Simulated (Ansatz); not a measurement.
A nudged elastic band was laid between two geometries of BrH + FGeH3 (7 atoms, charge 0, multiplicity 1).

These are results of RKS PBE-D4/def2-SVP in Ansatz, not measurements.

* movable images: 7
* climbing image: yes
* spring: 20.0 eV/Å²
* optimiser: quadratic models (default)
* start path: through a guess of the saddle point
* force threshold: 0.03 eV/Å
* iteration limit: 60
* end points: relaxed

First end point:

```xyz
7
Properties=species:S:1:pos:R:3
Ge 0.396 -0.186 0.006
H 0.782 -0.602 1.443
H 1.591 0.379 -0.797
F -0.724 1.200 0.176
H -0.384 -1.274 -0.765
Br -3.081 -0.103 1.937
H -2.163 0.704 1.152
```

Last end point:

```xyz
7
Properties=species:S:1:pos:R:3
Ge -0.608 0.401 -0.377
H 0.475 -1.296 2.401
H 0.641 1.051 0.255
F -0.869 1.191 -1.922
H -0.556 -1.119 -0.652
Br -2.449 0.860 0.949
H -0.216 -0.971 2.498
```

(1) Which bonds break or form, and what moves?

(2) What energy profile does the band end with?

(3) What is the geometry of the highest image?

The band took 19 iterations and roughly 3 core-minutes.

## Answers

(1) Bonds broken: Ge1–H2, Br6–H7. Bonds formed: Ge1–Br6, H2–H7. BrH + FGeH3 becomes BrFGeH2 + H2.

(2) The forces met the threshold. The highest image is number 4 of 0 to 8, 149.2 kJ/mol above the first end and 187.9 kJ/mol above the last; the last end lies 38.6 kJ/mol below the first. Another band between the same ends (7 images) ends at a top of the same energy, where a vibrational analysis finds 1 clearly imaginary mode. The orbitals stay closed-shell, which can raise the energy where a bond breaks towards radicals; this wasn't checked here.

```csv
image,path coordinate (Å),energy (kJ/mol),Ge1–H2 (Å),Br6–H7 (Å),Ge1–Br6 (Å)
0,0.00,0.0,1.54,1.45,3.98
1,0.87,11.4,1.55,1.44,4.05
2,1.73,24.3,1.56,1.44,4.01
3,2.60,54.1,1.58,1.47,3.41
4,3.47,149.2,1.79,1.73,2.81
5,4.08,64.9,2.12,2.10,2.49
6,4.69,-8.9,2.53,2.44,2.35
7,5.30,-34.7,2.98,2.84,2.32
8,5.91,-38.6,3.43,3.28,2.31
```

(3) 
```xyz
7
Properties=species:S:1:pos:R:3:forces:R:3
Ge -0.171 0.071 -0.062 0.01 -0.01 0.01
H 0.063 -0.642 1.559 0.00 0.00 0.00
H 1.304 0.555 -0.009 0.00 0.00 0.00
F -0.882 1.428 -0.931 0.00 0.00 0.00
H -0.571 -1.239 -0.766 0.00 0.00 0.00
Br -2.445 0.321 1.566 0.00 0.00 0.00
H -0.880 -0.377 1.795 -0.01 0.00 0.00
```

Run time: 99 s on 2 threads of Intel(R) Xeon(R) 6975P-C (Granite Rapids) (shared host), peak memory 0.16 GiB.
